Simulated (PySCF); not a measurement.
SMILES c1[c]ccc(C)c1 (C7H7), doublet, B3LYP/def2-SVP optimised geometry.

```
14

C     -1.44    -2.02     0.01
C     -0.69    -0.70     0.00
C     -1.38     0.52    -0.01
C     -0.69     1.75     0.00
C      0.69     1.68     0.00
C      1.43     0.52     0.00
C      0.71    -0.69     0.00
H     -1.32    -2.54     0.97
H     -2.52    -1.87    -0.15
H     -1.08    -2.70    -0.78
H     -2.48     0.53    -0.01
H     -1.23     2.70    -0.01
H      2.52     0.52     0.00
H      1.26    -1.64     0.00
```

Density from PySCF with unrestricted B3LYP/def2-TZVP at that geometry.

Minimum of the electron density along straight lines between bonded atoms, close to the bond critical point (lines longer than 1.1 times the sum of covalent radii, or with two minima, are not listed):

| bond | length / Å | ρ at the minimum / e bohr⁻³ | ∇²ρ there / e bohr⁻⁵ | position (fraction from the first atom) |
|---|---|---|---|---|
| C1–C2 | 1.511 | [?] | [?] | 0.49 |
| C2–C3 | 1.404 | 0.313 | -0.90 | 0.50 |
| C3–C4 | 1.407 | 0.307 | -0.87 | 0.50 |
| C4–C5 | 1.378 | 0.323 | -0.95 | 0.49 |
| C5–C6 | 1.380 | 0.322 | -0.95 | 0.51 |
| C2–C7 | 1.407 | 0.311 | -0.90 | 0.50 |
| C6–C7 | 1.404 | 0.308 | -0.88 | 0.50 |
| C1–H8 | 1.104 | 0.271 | -0.91 | 0.64 |
| C1–H9 | 1.100 | 0.274 | -0.93 | 0.64 |
| C1–H10 | 1.102 | 0.272 | -0.91 | 0.64 |
| C3–H11 | 1.095 | 0.280 | -0.98 | 0.65 |
| C4–H12 | 1.094 | 0.280 | -0.99 | 0.65 |
| C6–H13 | 1.094 | 0.280 | -0.99 | 0.65 |
| C7–H14 | 1.095 | 0.280 | -0.98 | 0.65 |

**Question.** What belongs in the gaps?

**Answer.** 
- C1–C2, ρ at the minimum / e bohr⁻³: 0.255
- C1–C2, ∇²ρ there / e bohr⁻⁵: -0.66
